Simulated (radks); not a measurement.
All-electron atom: Ga15+ in [Ne] 3s2 3p4 (the NIST ground configuration). Method: Dirac Kohn-Sham, PBE, spin-unpolarised, spherical densities, finite nucleus; open shells fill j = l - 1/2 first; Fermi nuclear charge, rms radius 3.9973 fm; computed with a radial shooting solver on a logarithmic mesh with Libxc functionals. Some entries of the table are withheld. Estimate them.

orbital  occ.  eigenvalue (hartree)  <1/r> (bohr^-1)
1s1/2       2             -395.1868            31.30
2s1/2       2             -65.56089            6.932
2p1/2       2             -60.32996              (1)
2p3/2       4             -59.30270              (2)
3s1/2       2             -21.44615            2.570
3p1/2       2                   (3)            2.500
3p3/2       2                   (4)            2.461
3d3/2       0             -16.84645            2.319
3d5/2       0             -16.80781            2.310
4s1/2       0             -10.26950            1.277
4p1/2       0                   (5)              (6)
4p3/2       0                   (7)              (8)

Answer. 
(1) 2p1/2 <1/r> (bohr^-1): 6.880
(2) 2p3/2 <1/r> (bohr^-1): 6.706
(3) 3p1/2 eigenvalue (hartree): -19.72022
(4) 3p3/2 eigenvalue (hartree): -19.51662
(5) 4p1/2 eigenvalue (hartree): -9.60466
(6) 4p1/2 <1/r> (bohr^-1): 1.242
(7) 4p3/2 eigenvalue (hartree): -9.53690
(8) 4p3/2 <1/r> (bohr^-1): 1.228
